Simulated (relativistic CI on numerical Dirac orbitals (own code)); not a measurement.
**W III: calculation against measurement**

Calculated at this level of theory: Dirac-Coulomb-Breit CI, separate exchange-only KLI orbitals for each configuration, model QED (radiative potential, 1s self-energy scaled to tabulated hydrogen-like ionisation energies), valence Slater integrals scaled by 0.85, configuration energies shifted to the measured levels that pair with them (semi-empirical) (own radial code, finite nucleus).

Configuration list (outside the closed core [Xe] 4f14): 5d⁴, 5d³6s, 5d²6s², 5d³6p, 5d³5f, 5d²6s6p, 5d³5g, 5d³6d, 5d³7s, 5d³7p, 5d²5f², 5d²6s7s, 5d²6p², 5d³7d, 5d³6f, 5d²5f6s, 5d³7f, 5d³6g, 5d²5g², 5d²5g6s, 5d²6p7s, 5d²5f6p. Levels of other configurations are missing.

| Configuration | Term (tabulated) | J | Measured (cm⁻¹) | Computed | Error | Purity (%) |
| --- | --- | --- | --- | --- | --- | --- |
| 5d⁴ | 5D | 0 | 0.0 | 0 | 0 | 73 |
| 5d⁴ | 5D | 1 | 2256.2 | 1643 | -613 | 87 |
| 5d⁴ | 5D | 2 | 4461.2 | 3435 | -1026 | 94 |
| 5d⁴ | 5D | 3 | 6277.8 | 5058 | -1220 | 94 |
| 5d⁴ | 5D | 4 | 7686.7 | 6478 | -1208 | 86 |
| 5d³6s | 5F | 1 | 10968.5 | 11016 | 48 | 72 |
| 5d³6s | 5F | 2 | 12427.1 | 12378 | -49 | 78 |

Measured levels from NIST levels as listed in McCann et al., Mon. Not. R. Astron. Soc. 538, 537 (2025); pairs were made by configuration, J and term (by order where the table uses no LS term), so strongly mixed levels may be paired wrongly.

Mean error by configuration (cm⁻¹): 5d⁴ -1017; 5d³6s -1. Over the excited levels the mean absolute error is 694 cm⁻¹ (6 of the 9 excited levels that our extract of the source holds in range could be paired, and the others can miss by more), and the median relative error of those above 1,000 cm⁻¹ is 18 %, both after the shifts were fitted to these levels, so that a configuration with one level shows no error. Some levels of the ground configuration have no partner.

Configurations whose levels could be paired with our table of measured levels were shifted onto them, all but the ground configuration, by the median error of their levels; single terms can still be off by 1,000 to 2,000 cm⁻¹ or more, and rates follow the energies as ν³ (E1, M1) or ν⁵ (E2). The others borrow a shift and can be off by several thousand cm⁻¹ or more. The fine structure of a lone outer electron comes out too small, for d and f at times inverted, and misplaced configurations move strength between like terms. 6 of the 9 excited levels that our extract of the measured tables holds in this range could be paired (the sources list more); they are missed by 694 cm⁻¹ on average and 1220 at most, after the shifts were fitted to these levels, and levels without a partner can miss by more. Some levels of the ground configuration have no partner and can miss by 10 % or more.

Shifts applied (cm⁻¹): 5d⁴ 0; 5d³6s -2405.
